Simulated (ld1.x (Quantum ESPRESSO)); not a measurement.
## Which change was made? (Cd, TM)

Cd (Z = 48), norm-conserving Troullier–Martins (Kleinman–Bylander form), made with ld1.x (Quantum ESPRESSO) 7.5 (PBEsol, scalar-relativistic). Core [Ar] 3d10 4s2, reference 4p6 4d10 5s0 5p0 (charge +2). Waves: 4p (bound): rc 1.05 bohr; 4d (bound): rc 1.35 bohr; 5s (bound, empty): rc 1.60 bohr. Local part: the s channel. Core correction: a·sin(br)/r model core, default radius (core density twice the valence density).

Cutoffs, loose and tight: the cutoffs (Ry, on a coarse ladder) from which the occupation-weighted sum of valence levels, in a spherical-Bessel basis at the reference potential, stays within 10 and 1 mRy of its value at 400 Ry. They do not see the model core or the augmentation charge, which bear on the density cutoff. Test errors are all-electron minus pseudo excitation energies from the reference, over the configurations 4p6 4d10 5s2 5p0; 4p6 4d10 5s1 5p0; 4p6 4d9 5s0 5p0; 4p5 4d10 5s2 5p0; 4p6 4d10 5s1.5 5p0; 4p6 4d9 5s2 5p1; 4p6 4d10 5s0 5p2; variants that change the core or the reference have their own tests. The largest error is taken over the tests solved by every variant that gives reliable tests at all, those not shown here included: 4p6 4d10 5s0 5p2; 4p6 4d10 5s1 5p0; 4p6 4d10 5s1.5 5p0; 4p6 4d10 5s2 5p0; 4p6 4d9 5s0 5p0.

The base gives: outcome: generated; cutoff, loose: 160 Ry; cutoff, tight: 200 Ry; bound ghosts: none; largest test error (meV): -1265.

Task: After one change the result is: outcome: generated; cutoff, loose: 180 Ry; cutoff, tight: 300 Ry; bound ghosts: s (extra level of the local part); largest test error (meV): -976. Which change was it?
A. all radii but the core radius scaled by about 1.38 (s 2.20, p 1.44, d 1.86 bohr)
B. all radii but the core radius scaled by about 0.83 (s 1.32, p 0.86, d 1.12 bohr)
C. all radii but the core radius scaled by about 1.16 (s 1.86, p 1.22, d 1.56 bohr)

Result: B. The others give: all radii but the core radius scaled by about 1.16 (s 1.86, p 1.22, d 1.56 bohr) → outcome: generated; cutoff, loose: 90 Ry; cutoff, tight: 160 Ry; bound ghosts: none; largest test error (meV): -1531 | all radii but the core radius scaled by about 1.38 (s 2.20, p 1.44, d 1.86 bohr) → outcome: generated; cutoff, loose: 70 Ry; cutoff, tight: 110 Ry; bound ghosts: none; largest test error (meV): -1580.
